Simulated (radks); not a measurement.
Task: These are the eigenvalues of the occupied orbitals of an atom or ion with whole-number occupations (eV). Calculated with a radial shooting solver on a logarithmic mesh with Libxc functionals: scalar-relativistic Kohn-Sham, r2SCAN, spin-polarised, spherical densities, finite nucleus; meta-GGA in the generalised Kohn-Sham scheme; Fermi nuclear charge, rms radius of each element as measured or else 0.836 A^(1/3) + 0.57 fm.

orbital  eigenvalue
1s up     -69395.17
1s down   -69389.77
2s up     -15108.51
2s down   -15106.92
2p up     -13768.89
2p down   -13764.87
3s up     -5927.396
3s down   -5915.043
3p up     -5523.241
3p down   -5510.667

Which element is it, and in what charge state? The configuration may be excited. Open shells, if any, are filled with parallel spins first.

Result: Z = 72, hafnium, charge +55: Hf55+ in [Ne] 3s2 3p5. The list shows which subshells hold electrons but not how many an open one holds; the 1s level, -2550.2 hartree, gives Z - s = 71.4 by -(Z - s)^2/2, which with screening and relativity narrows Z to a few neighbours, and the depths of the outer levels then fix element, charge and occupations together.
